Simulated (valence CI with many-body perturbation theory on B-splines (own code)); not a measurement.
## E1 line list for Pt VI

Calculated by relativistic CI+MBPT: five valence electrons over a frozen Dirac-Fock core [Xe] 4f14, a basis of 7 s, 7 p, 8 d, 6 f, 4 g, 1 h functions for each j, with the one-electron correlation potential Σ1 (screened to all orders), the two-electron term Σ2, the three-electron term Σ3, Breit, model QED; selected single and double excitations, second order for the rest (own B-spline code, finite nucleus).

No measured levels were compared; by estimate terms of the open shell hold to 2 to 4 % of their energy, and close levels can change places; different configurations can be misplaced against each other by 1,000 to 8,000 cm⁻¹. Among the levels kept, up to 2100 cm⁻¹ of a level comes from second order outside the variational space, and about a tenth of that is noise between levels of different J, which matters for small intervals.

Lines 251 to 300 of 553 in falling wavelength, among levels below 267030 cm⁻¹, chosen from the strongest by gf and those to the six lowest levels. Wavelengths and rates use the calculated energies, so an error of 2000 cm⁻¹ moves a line at 94.67 nm by 1.9 % and its rate by three times that or more. Electric multipoles are in the length gauge, E1 and E2 with the static RPA response of the core. Weak lines are less certain than strong ones. Lines between different terms over intervals too small for the method are left out, as are lines whose strength nearly cancels. Where a level lies close to another of its J and parity, the split of strength between their lines is uncertain. The highest levels of a list are the least certain.

Levels are named by their leading jj configuration (3d3/2^4 stands for four electrons in 3d with j = 3/2), which in mixed levels can hold well under half, so a name can repeat and another be missing. Letters in brackets count levels of one name in rising energy.

| λ vac (nm) | Upper | Lower | A (s⁻¹) | log gf | Branch % |
| --- | --- | --- | --- | --- | --- |
| 94.67 | (5d3/2^3 5d5/2 6p3/2) J=3/2 | (5d3/2^3 5d5/2 6s) J=3/2 [a] | 4.84e+08 | -0.58 | 15.5 |
| 94.52 | (5d3/2^2 5d5/2^2 6p3/2) J=7/2 [f] | (5d3/2^2 5d5/2^2 6s) J=9/2 [b] | 2.43e+08 | -0.59 | 1.9 |
| 94.51 | (5d3/2^2 5d5/2^2 6p1/2) J=11/2 [c] | (5d3/2^3 5d5/2 6s) J=9/2 | 1.14e+09 | 0.26 | 16.0 |
| 94.46 | (5d3/2^2 5d5/2^2 6p3/2) J=5/2 [d] | (5d3/2^2 5d5/2^2 6s) J=5/2 [c] | 5.30e+08 | -0.37 | 5.6 |
| 94.42 | (5d3/2^2 5d5/2^2 6p3/2) J=7/2 [e] | (5d3/2^3 5d5/2 6s) J=7/2 [b] | 3.20e+08 | -0.47 | 4.1 |
| 94.41 | (5d3/2^2 5d5/2^2 6p3/2) J=11/2 [a] | (5d3/2^2 5d5/2^2 6s) J=11/2 [a] | 7.35e+08 | 0.07 | 7.6 |
| 94.36 | (5d3/2^2 5d5/2^2 6p3/2) J=3/2 [e] | (5d3/2^2 5d5/2^2 6s) J=3/2 [a] | 9.73e+08 | -0.28 | 11.6 |
| 94.29 | (5d3/2^2 5d5/2^2 6p3/2) J=1/2 [b] | (5d3/2^2 5d5/2^2 6s) J=3/2 [a] | 1.61e+09 | -0.37 | 14.8 |
| 94.24 | (5d3/2^2 5d5/2^2 6p3/2) J=11/2 [d] | (5d3/2^2 5d5/2^2 6s) J=9/2 [c] | 2.98e+08 | -0.32 | 3.0 |
| 94.15 | (5d3/2^2 5d5/2^2 6p3/2) J=7/2 [e] | (5d3/2^2 5d5/2^2 6s) J=5/2 [b] | 5.84e+08 | -0.21 | 7.4 |
| 94.13 | (5d3/2 5d5/2^3 6p1/2) J=5/2 [f] | (5d3/2^2 5d5/2^2 6s) J=5/2 [e] | 2.70e+08 | -0.67 | 3.7 |
| 94.10 | (5d3/2^2 5d5/2^2 6p3/2) J=3/2 [c] | (5d3/2^2 5d5/2^2 6s) J=1/2 [a] | 1.07e+09 | -0.25 | 9.3 |
| 94.07 | (5d3/2 5d5/2^3 6p3/2) J=9/2 | (5d3/2^2 5d5/2^2 6s) J=7/2 [d] | 1.64e+08 | -0.66 | 2.9 |
| 94.03 | (5d3/2 5d5/2^3 6p3/2) J=7/2 [d] | (5d3/2^2 5d5/2^2 6s) J=5/2 [e] | 5.99e+08 | -0.20 | 7.7 |
| 93.92 | (5d3/2^2 5d5/2^2 6p3/2) J=5/2 [f] | (5d3/2^2 5d5/2^2 6s) J=7/2 [d] | 3.86e+08 | -0.51 | 4.2 |
| 93.90 | (5d3/2^2 5d5/2^2 6p3/2) J=9/2 [g] | (5d3/2^2 5d5/2^2 6s) J=9/2 [d] | 3.59e+08 | -0.32 | 6.0 |
| 93.87 | (5d3/2^2 5d5/2^2 6p3/2) J=7/2 [i] | (5d3/2^2 5d5/2^2 6s) J=7/2 [d] | 6.53e+08 | -0.16 | 6.9 |
| 93.85 | (5d3/2^3 5d5/2 6p3/2) J=5/2 [c] | (5d3/2^3 5d5/2 6s) J=7/2 [a] | 7.51e+08 | -0.23 | 7.5 |
| 93.84 | (5d3/2 5d5/2^3 6p1/2) J=9/2 [c] | (5d3/2^3 5d5/2 6s) J=7/2 [b] | 4.79e+08 | -0.20 | 4.4 |
| 93.73 | (5d3/2^2 5d5/2^2 6p1/2) J=9/2 [c] | (5d3/2^2 5d5/2^2 6s) J=7/2 [a] | 1.04e+09 | 0.14 | 41.5 |
| 93.67 | (5d3/2 5d5/2^3 6p1/2) J=9/2 [b] | (5d3/2^3 5d5/2 6s) J=7/2 [a] | 1.88e+08 | -0.61 | 3.0 |
| 93.55 | (5d3/2^2 5d5/2^2 6p3/2) J=7/2 [h] | (5d3/2^2 5d5/2^2 6s) J=7/2 [c] | 8.75e+08 | -0.04 | 8.7 |
| 93.54 | (5d3/2^4 6p3/2) J=3/2 | (5d3/2^4 6s) J=1/2 | 1.85e+09 | -0.01 | 20.6 |
| 93.53 | (5d3/2^2 5d5/2^2 6p3/2) J=3/2 [j] | (5d3/2^2 5d5/2^2 6s) J=3/2 [c] | 6.31e+08 | -0.48 | 8.1 |
| 93.27 | (5d3/2 5d5/2^3 6p1/2) J=11/2 [c] | (5d3/2^2 5d5/2^2 6s) J=9/2 [a] | 4.67e+08 | -0.14 | 8.4 |
| 93.16 | (5d3/2^2 5d5/2^2 6p1/2) J=9/2 [d] | (5d3/2^2 5d5/2^2 6s) J=7/2 [a] | 1.03e+09 | 0.13 | 25.5 |
| 93.01 | (5d3/2 5d5/2^3 6p3/2) J=5/2 | (5d3/2^2 5d5/2^2 6s) J=7/2 [d] | 5.84e+08 | -0.34 | 5.6 |
| 92.83 | (5d3/2^3 5d5/2 6p3/2) J=5/2 [a] | (5d3/2^3 5d5/2 6s) J=3/2 [a] | 1.55e+09 | 0.08 | 28.0 |
| 92.81 | (5d3/2^2 5d5/2^2 6p3/2) J=7/2 [a] | (5d3/2^2 5d5/2^2 6s) J=5/2 [a] | 1.91e+09 | 0.30 | 47.1 |
| 92.61 | (5d3/2^2 5d5/2^2 6p3/2) J=11/2 [b] | (5d3/2^2 5d5/2^2 6s) J=13/2 | 3.97e+08 | -0.21 | 8.5 |
| 92.58 | (5d3/2^2 5d5/2^2 6p3/2) J=7/2 [f] | (5d3/2^2 5d5/2^2 6s) J=5/2 [c] | 2.54e+08 | -0.58 | 2.0 |
| 92.47 | (5d3/2^2 5d5/2^2 6p3/2) J=11/2 [c] | (5d3/2^2 5d5/2^2 6s) J=9/2 [b] | 3.66e+08 | -0.25 | 3.1 |
| 92.39 | (5d3/2^2 5d5/2^2 6p3/2) J=5/2 [d] | (5d3/2^3 5d5/2 6s) J=7/2 [b] | 4.76e+08 | -0.44 | 5.0 |
| 92.18 | (5d3/2^2 5d5/2^2 6p3/2) J=9/2 [b] | (5d3/2^2 5d5/2^2 6s) J=9/2 [a] | 3.85e+08 | -0.31 | 6.8 |
| 92.15 | (5d3/2^2 5d5/2^2 6p3/2) J=3/2 [f] | (5d3/2^2 5d5/2^2 6s) J=3/2 [b] | 4.69e+08 | -0.62 | 4.9 |
| 91.99 | (5d3/2^2 5d5/2^2 6p3/2) J=9/2 [c] | (5d3/2^2 5d5/2^2 6s) J=11/2 [a] | 4.45e+08 | -0.25 | 4.2 |
| 91.78 | (5d3/2^2 5d5/2^2 6p3/2) J=9/2 [g] | (5d3/2^2 5d5/2^2 6s) J=11/2 [b] | 5.02e+08 | -0.20 | 8.4 |
| 91.73 | (5d3/2^3 5d5/2 6p3/2) J=5/2 [b] | (5d3/2^2 5d5/2^2 6s) J=7/2 [a] | 5.96e+08 | -0.35 | 8.3 |
| 91.70 | (5d3/2^2 5d5/2^2 6p3/2) J=5/2 [a] | (5d3/2^3 5d5/2 6s) J=7/2 [a] | 3.90e+08 | -0.53 | 3.7 |
| 91.33 | (5d3/2^2 5d5/2^2 6p3/2) J=3/2 [a] | (5d3/2^2 5d5/2^2 6s) J=5/2 [a] | 6.12e+08 | -0.51 | 15.4 |
| 91.30 | (5d3/2 5d5/2^3 6p3/2) J=7/2 [c] | (5d3/2^2 5d5/2^2 6s) J=7/2 [d] | 5.42e+08 | -0.27 | 10.5 |
| 90.96 | (5d3/2^2 5d5/2^2 6p1/2) J=5/2 [d] | (5d3/2^2 5d5/2^2 6s) J=5/2 [a] | 5.55e+08 | -0.38 | 9.4 |
| 90.90 | (5d3/2^2 5d5/2^2 6p3/2) J=7/2 [b] | (5d3/2^3 5d5/2 6s) J=7/2 [a] | 2.34e+08 | -0.63 | 3.3 |
| 90.86 | (5d3/2 5d5/2^3 6p1/2) J=7/2 [a] | (5d3/2^2 5d5/2^2 6s) J=7/2 [a] | 6.14e+08 | -0.22 | 14.9 |
| 90.48 | (5d3/2^2 5d5/2^2 6p3/2) J=3/2 [d] | (5d3/2^3 5d5/2 6s) J=5/2 | 6.20e+08 | -0.52 | 7.4 |
| 89.44 | (5d3/2^2 5d5/2^2 6p3/2) J=9/2 [b] | (5d3/2^3 5d5/2 6s) J=7/2 [a] | 3.34e+08 | -0.40 | 5.9 |
| 89.19 | (5d3/2^3 5d5/2 6p3/2) J=9/2 | (5d3/2^3 5d5/2 6s) J=9/2 | 1.08e+09 | 0.11 | 8.6 |
| 89.15 | (5d3/2^3 5d5/2 6p3/2) J=7/2 | (5d3/2^3 5d5/2 6s) J=9/2 | 3.03e+08 | -0.54 | 2.8 |
| 88.18 | (5d3/2 5d5/2^3 6p1/2) J=7/2 [c] | (5d3/2^2 5d5/2^2 6s) J=9/2 [a] | 2.89e+08 | -0.57 | 5.5 |
| 87.84 | (5d3/2^2 5d5/2^2 6p1/2) J=7/2 [e] | (5d3/2^2 5d5/2^2 6s) J=7/2 [a] | 4.01e+08 | -0.43 | 3.5 |
